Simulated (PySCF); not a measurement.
# NMR data sheet: C2H6Cl4Si2

```
Formula                               : C2H6Cl4Si2
SMILES                                : C[Si](Cl)(Cl)[Si](C)(Cl)Cl
InChI                                 : InChI=1S/C2H6Cl4Si2/c1-7(3,4)8(2,5)6/h1-2H3
Point group of the computed structure : C2h
Degrees of unsaturation               : 0
Carbon signals                        : 1
Proton signals                        : 1
```

Bonds (- single, = double, # triple, : aromatic): C1-Si2 1.906 Å, Si2-Cl3 2.033 Å, Si2-Cl4 2.033 Å, Si2-Si5 2.335 Å, Si5-C6 1.906 Å, Si5-Cl7 2.033 Å, Si5-Cl8 2.033 Å. C1 carries H9, H10, H11; C6 carries H12, H13, H14.

Theoretical values (PySCF 2.14.0 with density-fitted response routines): PBE0/pcSseg-1 with gauge-including orbitals, structure optimised with GFN2-xTB. In vacuum, one computed conformer, fast rotation and ring inversion assumed for equivalent nuclei, no relativistic terms.

References, each an isolated molecule treated in the same way: 1H and 13C and 29Si against TMS.

```tsv
carbon	δC, type	δH (multiplicity)	HMBC from (2–3 bonds)	span of the C tensor (ppm)
C1/C6	9.1, CH3	0.82 (s)	–	27
```

Other nuclei:
```csv
atoms,nucleus,environment,δ (ppm),σ (ppm)
Si2/Si5,29Si,"silicon bonded to C, 2 Cl, Si",27.2,322.0
```

- Carbon types of the structure: 2 × CH3, which accounts for all hydrogens.
- δC 9.1: methyl carbon bonded to Si; an electropositive neighbour leaves it electron-rich and shielded.
- δH 0.82: hydrogen on a methyl carbon bonded to Si; an electropositive neighbour shields it, as in TMS itself.

Shifts are as computed. Against solution values, carbons near 30 ppm lie about +3 ppm off and those near 130 ppm about +5 ppm. Of 1211 compounds with measured shifts, 218 miss one by over three times the rms of a fit or turn the order of signals round; such compounds aren't used in these exercises.
